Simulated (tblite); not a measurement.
Record of a relaxation.

C₆H₁₂BCl₂N.
Numbering: `[CH3:1][N+:2]1([CH3:3])[BH2-:4][C:5]([CH:6]([Cl:7])[Cl:8])=[CH:9][CH2:10]1` (hydrogens: H11, H12, H13 on C1; H14, H15, H16 on C3; H17, H18 on B4; H19 on C6; H20 on C9; H21, H22 on C10)
Bond orders are those of one Lewis drawing.

Computed with GFN2-xTB (tblite), gas phase: L-BFGS steps from a force-field or distance-geometry start until the largest atomic force falls under 0.01 eV/Å. 6 of its 106 geometries are shown.

Step 0: E = -876.1346 eV, largest atomic force 2.520 eV/Å
```
atom  x, y, z in Å  |  force x, y, z in eV/Å
C1     -1.059    0.365    1.408   -1.644   0.419   1.863
N2     -0.974   -0.152    0.074    0.197  -0.666   0.037
C3     -2.094   -0.945   -0.347   -1.225  -0.223  -1.053
B4      0.303   -1.021   -0.075    1.724  -1.468   1.018
C5      1.410    0.105   -0.203    0.212   0.061  -0.272
C6      2.861    0.003    0.087   -0.361  -0.103  -0.555
Cl7     3.100   -0.409    1.778    0.095  -0.101   0.503
Cl8     3.680    1.548   -0.237    0.403   0.079  -0.080
C9      0.765    1.167   -0.656    1.075   1.448  -0.240
C10    -0.691    0.903   -0.839   -0.014   1.484  -1.434
H11    -0.770   -0.384    2.194   -0.043   0.686  -0.875
H12    -2.147    0.615    1.625    0.991   0.004  -0.096
H13    -0.481    1.302    1.530   -0.112  -0.786  -0.041
H14    -3.008   -0.661    0.189    0.092  -0.380   0.032
H15    -2.304   -0.728   -1.437    0.160  -0.462   1.039
H16    -1.832   -2.009   -0.268   -0.523   0.389   0.238
H17     0.503   -1.650    0.930   -0.341  -0.279  -0.264
H18     0.306   -1.663   -1.060   -0.194  -0.247  -0.294
H19     3.357   -0.797   -0.498   -0.195   0.427   0.143
H20     1.253    2.139   -0.859   -0.677  -0.547  -0.024
H21    -1.310    1.812   -0.676    0.116  -0.439  -0.177
H22    -0.878    0.482   -1.864    0.263   0.703   0.531
```

Step 21: E = -876.8015 eV, largest atomic force 0.323 eV/Å
```
atom  x, y, z in Å  |  force x, y, z in eV/Å
C1     -1.132    0.289    1.390    0.049  -0.005  -0.049
N2     -0.964   -0.199    0.020    0.095  -0.129   0.000
C3     -2.169   -0.955   -0.335    0.052   0.052   0.047
B4      0.423   -1.082   -0.075    0.047   0.061   0.004
C5      1.448    0.157   -0.209    0.065   0.092  -0.108
C6      2.893    0.069    0.070    0.127   0.078   0.096
Cl7     3.164   -0.286    1.813   -0.064   0.076  -0.145
Cl8     3.833    1.561   -0.325   -0.179  -0.269   0.012
C9      0.804    1.230   -0.659   -0.187   0.003   0.098
C10    -0.665    0.959   -0.848   -0.224  -0.097   0.033
H11    -1.092   -0.546    2.088   -0.064   0.058  -0.026
H12    -2.091    0.806    1.478    0.080   0.066   0.143
H13    -0.320    0.975    1.614    0.033  -0.033   0.125
H14    -3.050   -0.490    0.114   -0.077   0.042  -0.170
H15    -2.313   -1.009   -1.415    0.178  -0.073   0.113
H16    -2.083   -1.963    0.075    0.039   0.074  -0.127
H17     0.521   -1.732    0.907    0.010  -0.109  -0.023
H18     0.411   -1.694   -1.095   -0.103  -0.072   0.049
H19     3.361   -0.762   -0.468   -0.005   0.127   0.003
H20     1.207    2.210   -0.873   -0.017  -0.105  -0.023
H21    -1.311    1.800   -0.587    0.020   0.182   0.008
H22    -0.886    0.681   -1.883    0.127  -0.022  -0.060
```

Step 42: E = -876.9120 eV, largest atomic force 0.073 eV/Å
```
atom  x, y, z in Å  |  force x, y, z in eV/Å
C1     -1.112    0.237    1.435   -0.013   0.000   0.041
N2     -0.957   -0.207    0.051   -0.033   0.019   0.023
C3     -2.149   -0.940   -0.359   -0.005  -0.021  -0.023
B4      0.421   -1.088   -0.085    0.069  -0.009  -0.013
C5      1.439    0.158   -0.246   -0.001  -0.017  -0.010
C6      2.887    0.100    0.033   -0.018  -0.018  -0.021
Cl7     3.125   -0.120    1.793    0.014   0.022   0.068
Cl8     3.804    1.551   -0.468   -0.015   0.014  -0.026
C9      0.775    1.240   -0.639   -0.013   0.005   0.051
C10    -0.691    0.966   -0.804   -0.005  -0.008   0.003
H11    -1.332   -0.614    2.074    0.030  -0.027  -0.011
H12    -1.923    0.966    1.523    0.001  -0.014  -0.007
H13    -0.180    0.688    1.770   -0.032   0.026  -0.010
H14    -3.054   -0.341   -0.225    0.029   0.015  -0.002
H15    -2.060   -1.228   -1.403    0.003   0.010  -0.051
H16    -2.231   -1.853    0.229   -0.002   0.041   0.039
H17     0.553   -1.757    0.884    0.004  -0.001  -0.020
H18     0.353   -1.707   -1.099    0.010  -0.016   0.019
H19     3.373   -0.753   -0.442   -0.025  -0.032  -0.019
H20     1.176    2.219   -0.849   -0.008  -0.005  -0.012
H21    -1.331    1.812   -0.533    0.021   0.003   0.002
H22    -0.897    0.691   -1.843   -0.013   0.013  -0.021
```

Step 63: E = -876.9257 eV, largest atomic force 0.041 eV/Å
```
atom  x, y, z in Å  |  force x, y, z in eV/Å
C1     -1.127    0.199    1.446   -0.010   0.011  -0.018
N2     -0.956   -0.212    0.053    0.010  -0.019  -0.003
C3     -2.150   -0.921   -0.390    0.006   0.012  -0.007
B4      0.431   -1.094   -0.079   -0.037   0.012   0.003
C5      1.442    0.152   -0.238    0.002   0.017  -0.021
C6      2.891    0.091    0.023    0.011   0.003  -0.002
Cl7     3.152    0.021    1.795    0.013   0.016   0.000
Cl8     3.813    1.482   -0.620    0.015  -0.007   0.001
C9      0.781    1.244   -0.611   -0.018   0.003  -0.004
C10    -0.687    0.982   -0.774   -0.004  -0.016   0.011
H11    -1.237   -0.681    2.074   -0.004   0.008   0.008
H12    -2.007    0.836    1.556   -0.036   0.016   0.011
H13    -0.245    0.747    1.768    0.025  -0.010   0.006
H14    -3.025   -0.267   -0.353   -0.021  -0.010   0.007
H15    -2.009   -1.275   -1.408    0.005  -0.002  -0.005
H16    -2.320   -1.782    0.253    0.017   0.000  -0.013
H17     0.564   -1.758    0.893    0.009  -0.007  -0.007
H18     0.365   -1.722   -1.087    0.009  -0.002  -0.005
H19     3.352   -0.808   -0.388   -0.004  -0.019   0.010
H20     1.188    2.220   -0.823   -0.012  -0.007   0.006
H21    -1.321    1.823   -0.473    0.023  -0.003   0.001
H22    -0.906    0.741   -1.820    0.001   0.003   0.020
```

Step 84: E = -876.9301 eV, largest atomic force 0.026 eV/Å
```
atom  x, y, z in Å  |  force x, y, z in eV/Å
C1     -1.149    0.192    1.451    0.005  -0.009   0.012
N2     -0.956   -0.209    0.058   -0.004   0.006   0.004
C3     -2.135   -0.929   -0.408   -0.004   0.003   0.002
B4      0.431   -1.086   -0.078   -0.003  -0.001  -0.003
C5      1.442    0.158   -0.234    0.000  -0.013  -0.015
C6      2.893    0.078    0.019   -0.008   0.010  -0.001
Cl7     3.168    0.158    1.789    0.008   0.006   0.004
Cl8     3.848    1.378   -0.751   -0.005  -0.006  -0.004
C9      0.782    1.254   -0.596    0.010   0.000   0.009
C10    -0.689    1.000   -0.747    0.013   0.000  -0.002
H11    -1.264   -0.692    2.074   -0.008  -0.012   0.004
H12    -2.034    0.826    1.555    0.009  -0.015  -0.001
H13    -0.271    0.738    1.788    0.005  -0.009  -0.005
H14    -3.026   -0.297   -0.358   -0.011  -0.007   0.003
H15    -1.981   -1.256   -1.434   -0.007   0.013  -0.002
H16    -2.285   -1.811    0.211   -0.002   0.007  -0.003
H17     0.570   -1.760    0.885   -0.009   0.011   0.002
H18     0.368   -1.704   -1.094    0.002  -0.013   0.009
H19     3.321   -0.870   -0.312   -0.006   0.024   0.008
H20     1.189    2.230   -0.806    0.004   0.003   0.001
H21    -1.313    1.838   -0.419    0.014   0.003  -0.021
H22    -0.920    0.785   -1.796   -0.001  -0.001   0.001
```

Step 105: E = -876.9321 eV, largest atomic force 0.009 eV/Å
```
atom  x, y, z in Å  |  force x, y, z in eV/Å
C1     -1.155    0.171    1.454   -0.001  -0.002  -0.001
N2     -0.958   -0.209    0.056    0.000  -0.003   0.001
C3     -2.137   -0.920   -0.423   -0.003   0.000   0.000
B4      0.430   -1.089   -0.074    0.000  -0.001  -0.001
C5      1.443    0.153   -0.232    0.001  -0.002  -0.005
C6      2.895    0.081    0.019    0.001  -0.001   0.006
Cl7     3.185    0.279    1.779   -0.003   0.003  -0.001
Cl8     3.849    1.321   -0.845   -0.002   0.001   0.000
C9      0.786    1.253   -0.584    0.001  -0.002  -0.003
C10    -0.684    1.006   -0.738   -0.001  -0.002   0.005
H11    -1.292   -0.722    2.059    0.005   0.004   0.002
H12    -2.030    0.818    1.564    0.005   0.001  -0.002
H13    -0.269    0.695    1.807   -0.006  -0.001   0.005
H14    -3.032   -0.296   -0.348   -0.002   0.006   0.002
H15    -1.990   -1.215   -1.459   -0.001  -0.003  -0.001
H16    -2.279   -1.821    0.171   -0.001  -0.006  -0.001
H17     0.568   -1.751    0.899   -0.004  -0.003  -0.006
H18     0.367   -1.720   -1.080    0.007   0.004   0.003
H19     3.318   -0.888   -0.249   -0.001   0.001  -0.001
H20     1.197    2.229   -0.788    0.003   0.001  -0.001
H21    -1.304    1.845   -0.404    0.001   0.004  -0.003
H22    -0.917    0.801   -1.788    0.001  -0.002   0.006
```

**Question.** Summarise the path.

**Answer.** The energy falls by 0.7975 eV from step 0 to step 105; nine tenths of that is first reached at step 25. It rises by more than 0.2 meV at step 27. The largest force goes from 2.520 to 0.009 eV/Å. Among the bonds N2–B4 changes most, from 1.552 to 1.649 Å; the atoms move by 0.399 Å rms after alignment.

**Question.** Follow the three bonds and two angles with the largest change from start to end.

**Answer.** 
```json
{"step": "0", "E above end (eV)": "0.7975", "largest force (eV/Å)": "2.520", "N2–B4 (Å)": "1.552", "N2–C10 (Å)": "1.424", "C1–H12 (Å)": "1.137", "C5–B4–H17 (°)": "108.9", "C1–N2–C3 (°)": "115.3"}
{"step": "5", "E above end (eV)": "0.2962", "largest force (eV/Å)": "0.391", "N2–B4 (Å)": "1.661", "N2–C10 (Å)": "1.475", "C1–H12 (Å)": "1.092", "C5–B4–H17 (°)": "117.4", "C1–N2–C3 (°)": "112.3"}
{"step": "9", "E above end (eV)": "0.2433", "largest force (eV/Å)": "0.221", "N2–B4 (Å)": "1.641", "N2–C10 (Å)": "1.480", "C1–H12 (Å)": "1.093", "C5–B4–H17 (°)": "117.5", "C1–N2–C3 (°)": "112.0"}
{"step": "14", "E above end (eV)": "0.2085", "largest force (eV/Å)": "0.293", "N2–B4 (Å)": "1.660", "N2–C10 (Å)": "1.474", "C1–H12 (Å)": "1.094", "C5–B4–H17 (°)": "118.0", "C1–N2–C3 (°)": "110.0"}
{"step": "18", "E above end (eV)": "0.1660", "largest force (eV/Å)": "0.235", "N2–B4 (Å)": "1.650", "N2–C10 (Å)": "1.477", "C1–H12 (Å)": "1.094", "C5–B4–H17 (°)": "116.0", "C1–N2–C3 (°)": "108.4"}
{"step": "23", "E above end (eV)": "0.0996", "largest force (eV/Å)": "0.239", "N2–B4 (Å)": "1.642", "N2–C10 (Å)": "1.475", "C1–H12 (Å)": "1.097", "C5–B4–H17 (°)": "117.4", "C1–N2–C3 (°)": "107.2"}
{"step": "27", "E above end (eV)": "0.0739", "largest force (eV/Å)": "0.541", "N2–B4 (Å)": "1.653", "N2–C10 (Å)": "1.482", "C1–H12 (Å)": "1.101", "C5–B4–H17 (°)": "117.3", "C1–N2–C3 (°)": "108.0"}
{"step": "32", "E above end (eV)": "0.0295", "largest force (eV/Å)": "0.090", "N2–B4 (Å)": "1.644", "N2–C10 (Å)": "1.474", "C1–H12 (Å)": "1.094", "C5–B4–H17 (°)": "116.1", "C1–N2–C3 (°)": "108.8"}
{"step": "37", "E above end (eV)": "0.0230", "largest force (eV/Å)": "0.046", "N2–B4 (Å)": "1.647", "N2–C10 (Å)": "1.475", "C1–H12 (Å)": "1.093", "C5–B4–H17 (°)": "116.9", "C1–N2–C3 (°)": "109.3"}
{"step": "41", "E above end (eV)": "0.0209", "largest force (eV/Å)": "0.064", "N2–B4 (Å)": "1.642", "N2–C10 (Å)": "1.476", "C1–H12 (Å)": "1.094", "C5–B4–H17 (°)": "116.7", "C1–N2–C3 (°)": "109.4"}
{"step": "46", "E above end (eV)": "0.0150", "largest force (eV/Å)": "0.078", "N2–B4 (Å)": "1.652", "N2–C10 (Å)": "1.475", "C1–H12 (Å)": "1.093", "C5–B4–H17 (°)": "116.3", "C1–N2–C3 (°)": "109.8"}
{"step": "50", "E above end (eV)": "0.0108", "largest force (eV/Å)": "0.078", "N2–B4 (Å)": "1.647", "N2–C10 (Å)": "1.475", "C1–H12 (Å)": "1.094", "C5–B4–H17 (°)": "116.0", "C1–N2–C3 (°)": "109.7"}
{"step": "55", "E above end (eV)": "0.0084", "largest force (eV/Å)": "0.040", "N2–B4 (Å)": "1.652", "N2–C10 (Å)": "1.475", "C1–H12 (Å)": "1.093", "C5–B4–H17 (°)": "116.2", "C1–N2–C3 (°)": "109.7"}
{"step": "59", "E above end (eV)": "0.0073", "largest force (eV/Å)": "0.032", "N2–B4 (Å)": "1.645", "N2–C10 (Å)": "1.476", "C1–H12 (Å)": "1.094", "C5–B4–H17 (°)": "116.2", "C1–N2–C3 (°)": "109.4"}
{"step": "64", "E above end (eV)": "0.0061", "largest force (eV/Å)": "0.041", "N2–B4 (Å)": "1.649", "N2–C10 (Å)": "1.477", "C1–H12 (Å)": "1.092", "C5–B4–H17 (°)": "116.4", "C1–N2–C3 (°)": "109.2"}
{"step": "68", "E above end (eV)": "0.0052", "largest force (eV/Å)": "0.035", "N2–B4 (Å)": "1.646", "N2–C10 (Å)": "1.476", "C1–H12 (Å)": "1.094", "C5–B4–H17 (°)": "116.5", "C1–N2–C3 (°)": "109.2"}
{"step": "73", "E above end (eV)": "0.0042", "largest force (eV/Å)": "0.043", "N2–B4 (Å)": "1.651", "N2–C10 (Å)": "1.477", "C1–H12 (Å)": "1.093", "C5–B4–H17 (°)": "116.4", "C1–N2–C3 (°)": "109.2"}
{"step": "78", "E above end (eV)": "0.0030", "largest force (eV/Å)": "0.029", "N2–B4 (Å)": "1.645", "N2–C10 (Å)": "1.477", "C1–H12 (Å)": "1.094", "C5–B4–H17 (°)": "116.3", "C1–N2–C3 (°)": "109.3"}
{"step": "82", "E above end (eV)": "0.0023", "largest force (eV/Å)": "0.028", "N2–B4 (Å)": "1.648", "N2–C10 (Å)": "1.477", "C1–H12 (Å)": "1.093", "C5–B4–H17 (°)": "116.4", "C1–N2–C3 (°)": "109.5"}
{"step": "87", "E above end (eV)": "0.0015", "largest force (eV/Å)": "0.032", "N2–B4 (Å)": "1.645", "N2–C10 (Å)": "1.477", "C1–H12 (Å)": "1.094", "C5–B4–H17 (°)": "116.4", "C1–N2–C3 (°)": "109.4"}
{"step": "91", "E above end (eV)": "0.0008", "largest force (eV/Å)": "0.024", "N2–B4 (Å)": "1.649", "N2–C10 (Å)": "1.476", "C1–H12 (Å)": "1.093", "C5–B4–H17 (°)": "116.3", "C1–N2–C3 (°)": "109.5"}
{"step": "96", "E above end (eV)": "0.0003", "largest force (eV/Å)": "0.013", "N2–B4 (Å)": "1.648", "N2–C10 (Å)": "1.477", "C1–H12 (Å)": "1.094", "C5–B4–H17 (°)": "116.1", "C1–N2–C3 (°)": "109.5"}
{"step": "100", "E above end (eV)": "0.0001", "largest force (eV/Å)": "0.010", "N2–B4 (Å)": "1.648", "N2–C10 (Å)": "1.477", "C1–H12 (Å)": "1.093", "C5–B4–H17 (°)": "116.0", "C1–N2–C3 (°)": "109.5"}
{"step": "105", "E above end (eV)": "0.0000", "largest force (eV/Å)": "0.009", "N2–B4 (Å)": "1.649", "N2–C10 (Å)": "1.477", "C1–H12 (Å)": "1.094", "C5–B4–H17 (°)": "116.0", "C1–N2–C3 (°)": "109.4"}
```

What follows is the cost of the whole relaxation. On Intel Xeon at 2.50 GHz, one thread, on a shared host, this took 4.1 s of wall time.
